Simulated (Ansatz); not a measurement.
```xyz
9

C    -0.0437   -0.3956   -0.3064
C     0.0726   -0.4875    1.1770
O    -0.0794    0.9361   -0.7397
H    -0.8870   -1.0361   -0.7857
H     0.9184   -0.8804   -0.7866
H    -0.0357   -1.4719    1.5282
H     0.9016    0.0771    1.5794
H    -0.8975    0.0596    1.4989
H    -0.0576    0.9935   -1.7552
```

Basis set: 6-31G (spherical functions). Frozen core: 3 orbitals. Charge 0, multiplicity 1.

Computed with Ansatz (development build ahead of 0.2.0); each method stands on the lowest determinant of its kind that the runs found. Restricted open shells among the atoms or ions are ROHF, correlated in semicanonical orbitals with singles.

Q: Give the atomization energy at this shape (free ground-state atoms in the same class of orbitals less the molecule, no zero-point energy) of singlet C2H6O by RHF-MP2, RHF.

A:

```json
{"method": "RHF-MP2", "atomization energy": "2830.4 kJ/mol"}
{"method": "RHF", "atomization energy": "2276.1 kJ/mol"}
```

Caution: the shape is not the minimum.

This basis has no polarisation functions and is too small for such energies, which can lie far from measured ones in either direction.
